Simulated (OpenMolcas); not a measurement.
**Nb3+: effect of the metal basis**

Nb3+ with its 6 nearest fluoride ions at 2.082 Å, on the Y site of Cs2NaYF6 (a = 9.075 Å, distance in the model lattice 2.178 Å). The rest of the host is ab initio model potentials to 7.6 Å and point charges beyond; the distance is set by hand and nothing relaxes.

| Item | Value |
| --- | --- |
| Program | OpenMolcas |
| Method | CASSCF |
| Spin-orbit coupling | state interaction with AMFI integrals over the reference wave functions |

Fixed: ligand basis ANO-RCC-VDZP, active space 2 electrons in 5 orbitals (4d), DKH2 Hamiltonian.

States (labels of O, the rotations of Oh). Energies in cm-1 above the lowest state or level, χT in cm3 K/mol; under a threefold ground state the first gap can be a small split of the lowest multiplet, not the spin-orbit step; 10Dq and B are least-squares fits to the states below 45000 cm-1, weighted by degeneracy, with a free offset, and given where the rms deviation is under 5 % of |10Dq| (or 100 cm-1) and under 700 cm-1.

```csv
Run,Metal basis,Ground state,First state of that spin,10Dq,B (rms of fit),First gap with spin-orbit (degeneracies),χT at 300 K,First state of another spin,Cost
A,ANO-RCC-VDZP,3T1,3T2 25038,26489,697 (65),"22.1 (2, 3)",0.454,1E 9996,roughly 16 core-seconds
B,ANO-RCC-VTZP,3T1,3T2 24275,25809,690 (88),"22.1 (2, 3)",0.461,1E 9909,roughly 26 core-seconds
```

Against A, |10Dq| changes by -2.6 % in B.

Costs are those of the RASSCF and RASSI steps.

An orbital triplet at a regular site is open to Jahn-Teller coupling, which can distort the site and quench the lowest spin-orbit gaps and is left out. Without dynamic correlation the repulsion within the d shell is too large (B by tens of per cent), so at a given field states of lower spin stand too high. With metal d orbitals alone the field can be off either way by tens of per cent. Ligand-to-metal charge-transfer states are missing. With no ligand orbital active B as a rule stays too high, so bands that hang on it stand too high and its fall with covalency is understated. The least metal-like active orbital is 83 % on the metal (Löwdin) and no ligand orbital is active, so the numbers are rough (holds for A). The least metal-like active orbital is 84 % on the metal (Löwdin) and no ligand orbital is active, so the numbers are rough (holds for B). No measured value stands beside these numbers; the geometry was set by hand and not optimised.
